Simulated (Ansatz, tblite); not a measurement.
Spin states of Au₃O⁺ (the lowest singlet isomer of a short search), each relaxed with r2SCAN-D4/def2-SVP in Ansatz. Electronic energies in the gas phase.

In the def2 sets Au takes a core potential; there is no spin–orbit coupling. The xTB rows come from tblite. Correlated methods freeze 1 core orbital; core or outer-core shells of Au are correlated, in sets that lack core-valence functions. The structure comes from a short search, and lower isomers may exist.

Singlet geometry (C3v within 0.1 Å):

```xyz
4

Au   -1.1046   -1.5035   -0.1606
Au   -0.5500    1.6131   -0.7727
Au    1.2697    0.0469    1.3738
O     0.3849   -0.1565   -0.4405
```

Triplet geometry (C2v within 0.1 Å):

```xyz
4

Au    0.860    0.845    0.978
Au   -1.528    1.270   -0.180
Au   -0.538   -1.110   -0.943
O     1.206   -1.006    0.145
```

Quintet geometry (C2v within 0.1 Å):

```csv
atom,x (Å),y (Å),z (Å)
Au1,-0.1407,-0.8991,-1.4541
Au2,-0.0174,1.1412,1.2807
Au3,0.8314,-1.2707,0.9104
O4,-0.6733,1.0287,-0.7370
```

⟨S²⟩: triplet 2.05 at PBE0-D4/def2-TZVP (pure 2.00), quintet 6.02 at PBE0-D4/def2-TZVP (pure 6.00).

Only these spin states were relaxed. The triplet has other bonds than the singlet, so the gap mixes isomer and spin. The quintet has other bonds than the singlet, so the gap mixes isomer and spin.

Second-order perturbation terms are unreliable where d shells bring near-degenerate states, and here B2PLYP/def2-TZVP lies more than 0.4 eV from the median of the functionals without such a term.

| level | triplet − singlet (kJ/mol) | quintet − singlet (kJ/mol) | lowest of these | remarks |
| --- | --- | --- | --- | --- |
| GFN1-xTB | 83.7 | 205.7 | singlet | – |
| GFN2-xTB | 139.5 | 488.2 | singlet | – |
| HF/def2-TZVP | 33.6 | 246.1 | singlet | spin-contaminated (⟨S²⟩ 2.19) (triplet) |
| PBE-D4/def2-TZVP | 22.8 | 183.7 | singlet | – |
| r2SCAN-D4/def2-TZVP | 20.2 | 169.5 | singlet | – |
| B97M-V/def2-TZVP | 39.0 | 213.1 | singlet | – |
| PBE0-D4/def2-TZVP | 49.4 | 228.5 | singlet | – |
| r2SCAN0-D4/def2-TZVP | 37.4 | 205.3 | singlet | – |
| ωB97M-V/def2-TZVP | 100.7 | 316.7 | singlet | – |
| B2PLYP/def2-TZVP | 87.5 | 267.1 | singlet | test for broken spin undecided (singlet) |
| RPA@PBE/def2-TZVP | 84.4 | 244.4 | singlet | – |

Change of the quintet − singlet gap on mixing in exact exchange, in kJ/mol: PBE to PBE0 (25 % exact exchange) 44.8; r2SCAN to r2SCAN0 (25 % exact exchange) 35.8.

The xTB methods have no spin-polarisation term.
